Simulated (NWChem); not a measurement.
# C3H8Si; SMILES C=C(C)[SiH3]

Question: Give the equilibrium geometry at PBE0/def2-SVP (NWChem) as an XYZ file, with the point group.

Answer: point group Cs; any orientation.
```
12

C      1.2979     1.1150     0.0000
C      0.0966     0.5192     0.0000
C     -1.1857     1.3030     0.0000
Si    -0.0072    -1.3594     0.0000
H      2.2321     0.5447     0.0000
H      1.3945     2.2084     0.0000
H     -1.8014     1.0618     0.8830
H     -1.0006     2.3885     0.0000
H     -1.8014     1.0618    -0.8830
H      1.3663    -1.9469     0.0000
H     -0.7523    -1.8458    -1.2049
H     -0.7523    -1.8458     1.2049
```
